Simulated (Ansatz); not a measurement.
`Br/C=C1\CO1`, 8 atoms. Charge 0, multiplicity 1. Correlated methods include outer-core shells of Br, which these sets cover unevenly. Scalar relativity is left out up to krypton. All runs use 4 threads of an Arm Neoverse V2 on a shared host. Correlated methods freeze the cores.

Question: How many basis functions does each run have, and how long does it take in Ansatz? RHF-MP2/def2-QZVPP energy; direct RPA on PBE orbitals/def2-TZVPP energy; RKS PBE0-D4/def2-QZVPP energy; RKS revPBE-D4/def2-TZVPP energy; RKS ωB97M-V/def2-QZVPP energy; RKS PBE0-D4/def2-TZVP frequencies; RKS PBE0-D4/def2-TZVP relaxation (7 steps); RKS ωB97M-V/def2-SVP energy; RKS B3LYP-D4/def2-TZVPP energy and forces; RKS r2SCAN-D4/def2-TZVPP energy and forces; RHF-CCSD(T)/def2-SVP energy; RHF-CCSD(T)/def2-TZVPP energy. (An estimate is asked.)

Answer: The calculation gave: Other jobs shared the machine, so times are rough.

| level | job | functions | wall time | peak host memory (GiB) |
| --- | --- | --- | --- | --- |
| RKS revPBE-D4/def2-TZVPP | energy | 214 | 1.5 s | 0.25 |
| RKS B3LYP-D4/def2-TZVPP | energy and forces | 214 | 3.4 s | 0.56 |
| RKS ωB97M-V/def2-SVP | energy | 103 | 3.7 s | 0.3 |
| direct RPA on PBE orbitals/def2-TZVPP | energy | 214 | 3.7 s | 0.45 |
| RKS r2SCAN-D4/def2-TZVPP | energy and forces | 214 | 3.8 s | 0.27 |
| RHF-CCSD(T)/def2-SVP | energy | 103 | 5.5 s | 0.48 |
| RKS PBE0-D4/def2-QZVPP | energy | 407 | 6 s | 1.3 |
| RKS ωB97M-V/def2-QZVPP | energy | 407 | 15 s | 1.6 |
| RHF-MP2/def2-QZVPP | energy | 407 | 15 s | 2.1 |
| RKS PBE0-D4/def2-TZVP | relaxation (7 steps) | 190 | 22 s | 0.48 |
| RKS PBE0-D4/def2-TZVP | frequencies | 190 | 92 s | 0.48 |
| RHF-CCSD(T)/def2-TZVPP | energy | 214 | 110 s | 3.4 |

B3LYP here is the variant with VWN-RPA as its local correlation; programs differ in this.
